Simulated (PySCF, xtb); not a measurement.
C₄H₅NS₂, SMILES n1c(C)c(S)sc1. The values are those of a single conformer.

Harmonic wavenumbers (cm⁻¹) from GFN2-xTB (xtb 6.7.1) at its own minimum, in rising order: 94, 144, 159, 196, 261, 315, 434, 459, 590, 592, 689, 752, 800, 830, 964, 1000, 1033, 1047, 1159, 1339, 1393, 1467, 1472, 1473, 1528, 2432, 2994, 3004, 3070, 3170.

Task: What does PBE-D3(BJ)/def2-SVP in PySCF give at its own minimum? (Estimate from the structure and the level; the computed values follow.)

Result: 79, 156, 174, 214, 252, 332, 447, 493, 572, 639, 676, 764, 815, 900, 917, 969, 1007, 1047, 1209, 1314, 1347, 1393, 1401, 1448, 1510, 2555, 2978, 3056, 3097, 3141. Paired by order, the mean absolute difference is 33 cm⁻¹ and the zero-point energies are 49.8 and 49.9 kcal/mol.
